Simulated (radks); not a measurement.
Results of a calculation; reference values are marked as such.
Spherical quantum dot in the effective-mass picture: electrons in a well V = -V0 / (1 + exp((r - R)/a)) with V0 = 11.4, R = 5.16, a = 0.46, all in effective atomic units (hartree* = m*/eps^2 hartree, bohr* = eps/m* bohr), one dielectric constant everywhere. Level of theory: non-relativistic Kohn-Sham, r2SCAN, spin-polarised, spherical densities, generalised Kohn-Sham scheme (a radial shooting solver with Libxc functionals). Levels are named by radial order and angular momentum (1s, 1p, 1d, 2s, ...), and open shells are averaged over m. Results are scaled to m* = 0.072 and eps = 16.7, for which hartree* = 7.025 meV and bohr* = 12.27 nm.

N = 9, configuration 1s2 1p6 1d(up 1, down 0). This is the lowest configuration that the search found. Occupied levels:

| level | occupation | eigenvalue (meV) | <r> (nm) |
|---|---|---|---|
| 1s up | 1 | -60.066 | 33.97 |
| 1s down | 1 | -59.944 | 33.55 |
| 1p up | 3 | -58.854 | 36.66 |
| 1p down | 3 | -58.687 | 36.48 |
| 1d up | 1 | -56.962 | 38.85 |

Energy (meV): total -610.908, kinetic 24.551, external -704.83, Hartree 87.371, exchange-correlation -17.998.
